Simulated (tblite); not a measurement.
A tight-binding relaxation on `C=CCC[C](O[SiH3])[O-]` [radical].

Computed with GFN2-xTB geometry optimisation, gas phase (tblite 0.8.0). Start geometry: from a force field or distance geometry. The command runs a driver script over a list of jobs; the input below is this job's line of settings and its coordinates in Å.

Command:
```bash
OMP_NUM_THREADS=1 python probes_run.py task.json out
```

Input:
```
{"job": {"kind": "relax", "xc": "GFN2-xTB", "basis": "xTB"}, "charge": -1, "multiplicity": 2}
C     -2.935600     0.709200    -0.589000
C     -2.577500    -0.413000    -0.008600
C     -1.161800    -0.917300     0.039400
C     -0.313600     0.079300    -0.692000
C      1.150000    -0.318500    -0.717500
O      1.765600     0.735400    -1.442500
O      1.772100    -0.274800     0.517700
Si     3.430000     0.139600     0.190600
H     -2.265000     1.380300    -1.099200
H     -4.008100     1.011200    -0.566500
H     -3.325300    -1.030900     0.490400
H     -0.845100    -1.165900     1.062700
H     -1.149600    -1.864100    -0.538800
H     -0.653000     0.127500    -1.739000
H     -0.472000     1.070200    -0.212900
H      4.355700    -0.469800     1.135100
H      3.673000    -0.379900    -1.184900
H      3.551300     1.587900     0.078500
```

Output:
```
step      E/eV     max force
  0    -701.52527    5.551
  1    -702.20020    2.498
  2    -702.42858    2.631
  3    -702.55992    1.137
  4    -702.65193    0.812
  5    -702.74158    1.042
  6    -702.80441    0.813
  7    -702.86663    0.659
  8    -702.91372    0.695
  9    -702.95500    0.604
... (178 lines left out)
188    -703.59297    0.032
189    -703.59307    0.020
190    -703.59317    0.024
191    -703.59327    0.026
192    -703.59336    0.020
193    -703.59342    0.012
194    -703.59345    0.011
195    -703.59347    0.016
196    -703.59350    0.013
197    -703.59351    0.008
```

«max force» is the largest atomic force in eV/Å.

Q: From which step on does the largest force stay under 0.1 eV/Å, and how much energy is left to gain from there?

A: From step 153 (0.073 eV/Å), 6.4 meV above the end.

In short: energy lowered by 47.7 kcal/mol over 197 steps; largest atomic force 0.008 eV/Å at the end.

Q: Give the final coordinates.

A: 1.290 Å rms from the input after alignment:
```
atom  x, y, z in Å
C1    -3.1619    0.2487    0.4946
C2    -2.4896   -0.4251   -0.4732
C3    -1.0384   -0.6755   -0.4562
C4    -0.2347    0.4698   -1.2175
C5     1.2217    0.2166   -1.2419
O6     1.8541   -0.4467   -2.0989
O7     1.8327    0.5674   -0.0384
Si8    3.2662    0.0976    0.5067
H9    -2.6794    0.5376    1.4135
H10   -4.2031    0.5097    0.3909
H11   -3.0094   -0.6749   -1.3921
H12   -0.6548   -0.7001    0.5658
H13   -0.7864   -1.6147   -0.9544
H14   -0.6122    0.5185   -2.2407
H15   -0.4532    1.4057   -0.6985
H16    3.3456    0.8783    1.7468
H17    3.4049   -1.3405    0.8050
H18    4.3890    0.4338   -0.3879
```

Q: Estimate the wall time. Hardware: Arm Neoverse V2, one thread, shared host.

A: About 1.4 s.
Labels such as C1 count atoms from 1, the log's own numbers from 0.
